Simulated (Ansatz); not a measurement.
Task: Name a neutral molecule of F, S, Si and H with HOMO–LUMO gap (B3LYP/def2-TZVPP) between 7.00 and 7.30 eV and HOMO energy (PBE/def2-TZVPP) between -6.85 and -6.55 eV (Ansatz, PBE0-D4/def2-TZVP geometry).

Result: `F[SiH](S)S` (7.17 eV, -6.67 eV); `F[SiH]([SiH3])S` (7.01 eV, -6.67 eV). Other molecules can fit too; these were computed, each in one conformer that needn't be the lowest.

B3LYP here is the variant with VWN-RPA as its local correlation; programs differ in this.
